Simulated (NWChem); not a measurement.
System: C4H3F; SMILES C(C(=C)F)#C

The following NWChem deck was run.

```
start job
memory heap 200 mb stack 900 mb global 1100 mb
geometry units angstroms noautoz
  C      0.056827     2.181237     0.000000
  C     -0.012430     0.974147     0.000000
  C     -0.067084    -0.449286     0.000000
  C     -1.173723    -1.195409     0.000000
  F      1.152286    -1.039620     0.000000
  H      0.105924     3.246577     0.000000
  H     -2.148904    -0.725206     0.000000
  H     -1.109287    -2.277465     0.000000
end
basis spherical
  * library def2-svpd
end
dft
  xc pbe0
  iterations 150
end
tddft
  cis
  nroots 6
  notriplet
end
task tddft energy
```

Structure relaxed at the B3LYP/6-31G* (spherical d) level.

Vertical excitations in the gas phase.

Task: Give the results of this calculation. (PBE0/def2-SVPD, TDA.) Quantities: lowest excitation, singlet (eV); oscillator strength of that lowest state; lowest state with f > 0.02, singlet (eV); oscillator strength of that bright state; orbital gap (eV).

Result: The lowest excitation, singlet (eV) is 5.67 and the oscillator strength of that lowest state is 0.000. The lowest state with f > 0.02, singlet (eV) is 5.95 and the oscillator strength of that bright state is 0.263. The orbital gap (eV) is 6.23.
